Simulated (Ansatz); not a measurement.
Correlation energies of CH4OS2Se, SMILES `OC(S)(S)[SeH]` by basis set

Z-matrix (Å, degrees):
```
C
S 1 1.806
S 1 1.829 2 113.9
O 1 1.384 2 108.9 3 -119.0
Se 1 1.996 2 103.1 3 122.0
H 2 1.346 1 94.6 3 69.2
H 3 1.342 1 96.4 2 57.8
H 4 0.965 1 108.5 2 -162.5
H 5 1.467 1 93.9 2 -140.3
```

The species carries charge 0 and has multiplicity 1. Correlated methods include outer-core shells of Se, which these sets cover unevenly. Scalar relativity is left out up to krypton. Geometry: relaxed with PBE0-D4/def2-TZVP. It is one conformer, not always the lowest. Frozen core, restricted reference, Ansatz 0.2.0.

| basis | HF (Eh) | MP2 corr. | CCSD corr. | (T) | CCSD(T) total |
| --- | --- | --- | --- | --- | --- |
| def2-SVP | ? | -0.83396 | -0.87568 | ? | ? |
| def2-TZVPP | -3310.00097 | -1.04641 | -1.08536 | -0.04914 | -3311.13547 |
| def2-QZVPP | ? | ? | – | – | – |

Problem. Fill in the withheld values. (An estimate is asked.)

Solution. Computed: def2-SVP HF (Eh): -3309.28434; def2-SVP (T): -0.02700; def2-SVP CCSD(T) total: -3310.18702; def2-QZVPP HF (Eh): -3310.07618; def2-QZVPP MP2 corr.: -1.41297.
